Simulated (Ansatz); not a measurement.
`C[O][Sn][Cl]` + CH₃OH → `C[O][Sn][O]C` + HCl at 700 K and 1 bar (ligand exchange at the Sn–Cl bond).

Isolated molecules relaxed with PBE0-D4/def2-TZVP in Ansatz; ΔE leaves out vibrations. CCSD(T)/CBS adds triple-zeta CCSD(T) − MP2 to the extrapolated MP2 energy (def2 sets, frozen cores). This one scheme is used for every species. def2 core potentials past Kr. For Sn outer-core shells are correlated without core-valence functions, which leaves a few kJ/mol of doubt a bond. One conformer a species, not always the lowest.

```json
{"species": "`C[O][Sn][Cl]`", "CCSD(T)/CBS energy (Eh)": "-788.90874", "H − E (kJ/mol)": "168.7", "S (J/(mol·K))": "426.1"}
{"species": "CH₃OH", "CCSD(T)/CBS energy (Eh)": "-115.61712", "H − E (kJ/mol)": "170.8", "S (J/(mol·K))": "288.5"}
{"species": "`C[O][Sn][O]C`", "CCSD(T)/CBS energy (Eh)": "-444.11438", "H − E (kJ/mol)": "295.3", "S (J/(mol·K))": "495.2"}
{"species": "HCl", "CCSD(T)/CBS energy (Eh)": "-460.38127", "H − E (kJ/mol)": "38.4", "S (J/(mol·K))": "211.8"}
```

H − E and S are ideal-gas, rigid-rotor, harmonic terms from PBE0-D4/def2-TZVP, for one conformer and one mirror image of each species. 1 Eh = 2625.50 kJ/mol, R = 8.31446 J/(mol·K).

Question: By hand: ΔE, ΔH, ΔS and ΔG.

Answer: ΔE = (-444.11438) + (-460.38127) − (-788.90874) − (-115.61712) = 0.03021 Eh = 79.3 kJ/mol. Δ(H − E) = 295.3 + 38.4 − 168.7 − 170.8 = -5.8, so ΔH = 73.5 kJ/mol. ΔS = 495.2 + 211.8 − 426.1 − 288.5 = -7.6 J/(mol·K). ΔG = 73.5 − 700 × (-7.6)/1000 = 78.8 kJ/mol.

Question: By hand: the equilibrium constant, and the temperature at which ΔG would vanish if ΔH and ΔS stayed fixed.

Answer: log₁₀ K = −ΔG/(RT ln 10) = -5.9. ΔH and −TΔS have one sign here, so there is no such temperature.

The number of gas molecules stays the same, so ΔS is small and ΔH decides. A doubt of 5 kJ/mol in ΔE shifts log₁₀ K by 0.4 here. Other conformers and mirror images would add mixing entropy, several J/(mol·K) or more a flexible species. Modes under 60 cm⁻¹, often nearly free rotors, make the harmonic entropy too high. These are equilibria of isolated gas molecules and say nothing of rates. Largest T1 diagnostic: 0.017 (customary marks: 0.02 for closed shells, 0.045 for open ones).

ΔS is within the doubt of such terms, so its sign, and with it that verdict, could turn.
